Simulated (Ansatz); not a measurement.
Molecule: TlCl, charge -1, multiplicity 2. SMILES of the parent species: [Cl][Tl]
Structure (B3LYP-D3(BJ)/def2-TZVP (Ansatz, an electronic-structure program) minimum search):
```
Tl
Cl 1 2.7371
```
Charge -1, spin multiplicity 2.

Problem. Give the harmonic wavenumbers at B3LYP-D3(BJ)/def2-TZVP (Ansatz, finite differences of forces, unscaled).

Solution. 182 cm⁻¹. Zero-point energy 0.3 kcal/mol.

Problem. From these and the geometry, give the ideal-gas thermochemistry at 298.15 K and 1 atm (rigid rotor, harmonic oscillator).

Solution. Point group C∞v, rotational symmetry number 1. Rotational constants 2.233, 2.233 GHz. S(trans) 42.33, S(rot) 17.75, S(vib) 2.31, S(elec, spin only) 1.38, S 63.8 cal/(mol K). H(298) - H(0) 2.44 kcal/mol; G - E(el) -16.3 kcal/mol.
